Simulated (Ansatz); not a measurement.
Geometry optimisation, RKS r2SCAN-D4/STO-3G in Ansatz.

Input file:

```yaml
crystal:
  periodic: [false, false, false]
  atoms:
    - { symbol: C, position_ang: [-0.6068, 1.5287, 1.3745] }
    - { symbol: Si, position_ang: [0.8099, 0.4558, 1.3043] }
    - { symbol: Si, position_ang: [0.3123, -1.4105, 0.0273] }
    - { symbol: C, position_ang: [0.0816, -0.8671, -1.7202] }
    - { symbol: O, position_ang: [-1.1008, -0.0068, -1.9413] }
    - { symbol: H, position_ang: [-0.4521, 2.4715, 1.9766] }
    - { symbol: H, position_ang: [-1.4997, 1.0701, 1.7947] }
    - { symbol: H, position_ang: [-0.8929, 1.9439, 0.3576] }
    - { symbol: H, position_ang: [1.1928, 0.0686, 2.7292] }
    - { symbol: H, position_ang: [1.982, 1.1799, 0.7466] }
    - { symbol: H, position_ang: [1.5018, -2.3387, 0.0814] }
    - { symbol: H, position_ang: [-0.8002, -2.1417, 0.6246] }
    - { symbol: H, position_ang: [0.8458, -0.355, -2.1398] }
    - { symbol: H, position_ang: [-0.1982, -1.7603, -2.3053] }
    - { symbol: H, position_ang: [-1.1973, 0.1108, -2.8808] }
basis:
  gaussian: { orbitals: STO-3G }
hamiltonian:
  xc: r2scan
  dispersion: d4
relax:
  f_tol: 0.02
  max_steps: 40
output:
  orbitals: {}
```

Command:

```bash
$ ansatz run input.yaml --threads 1 --pin off --max-ram 2048MiB --backend cpu --events-out ev --progress --plain --runs-dir out
```

Question: Where does it end, and by what steps?

Answer: It converged. Limits of this set-up: minimal basis. After 11 steps the energy has fallen by 1.145 eV; O5 moved furthest, 0.36 Å.

| step | energy less start (eV) | largest force component (eV/Å) | accepted |
| --- | --- | --- | --- |
| 0 | 0.0000 | 6.053 | yes |
| 1 | -1.0315 | 1.090 | yes |
| 2 | -1.1205 | 0.412 | yes |
| 3 | -1.1368 | 0.175 | yes |
| 4 | -1.1393 | 0.052 | yes |
| 5 | -1.1416 | 0.062 | yes |
| 6 | -1.1430 | 0.119 | yes |
| 7 | -1.1441 | 0.072 | yes |
| 8 | -1.1448 | 0.030 | yes |
| 9 | -1.1448 | 0.026 | yes |
| 10 | -1.1449 | 0.021 | yes |
| 11 | -1.1450 | 0.004 | yes |

```xyz
15
Properties=species:S:1:pos:R:3
C -0.701 1.556 1.332
Si 0.805 0.435 1.297
Si 0.408 -1.411 0.065
C 0.020 -0.920 -1.731
O -0.929 0.208 -1.703
H -0.478 2.513 1.816
H -1.530 1.091 1.875
H -1.046 1.759 0.311
H 1.167 0.077 2.654
H 1.924 1.167 0.740
H 1.552 -2.299 0.032
H -0.710 -2.169 0.586
H 0.962 -0.644 -2.255
H -0.397 -1.791 -2.285
H -1.071 0.378 -2.705
```

Run time: 44 s on 1 CPU thread of a shared host.
